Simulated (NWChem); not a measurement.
C3, singlet; SMILES [C]=C=[C]

```xyz
3

C     -1.2950     0.0651     0.0199
C      0.0005     0.0084     0.0000
C      1.2945    -0.0735    -0.0199
```
Atoms are numbered in this order, from 1.

Computed with NWChem. Low-valent species are run as closed-shell singlets; no triplet was tried in these runs. Coordinates come from a B3LYP/6-31G* (spherical d) optimisation. GIAO values for the isolated, static molecule; σ is the absolute isotropic shielding, δ = σ(reference) − σ with the isolated reference molecule computed at the same levels (13C: tetramethylsilane).

| level | δ C1 (ppm) | δ C2 (ppm) |
|---|---|---|
| PBE0/pcSseg-1 | 375.8 | 159.2 |
| KT2/pcSseg-1 | ___ | ___ |
| BHandHLYP/pcSseg-1 | 383.6 | 164.6 |

**Question.** Some entries are withheld; supply them.

**Answer.** 
- KT2/pcSseg-1, δ C1 (ppm): 316.0
- KT2/pcSseg-1, δ C2 (ppm): 137.8
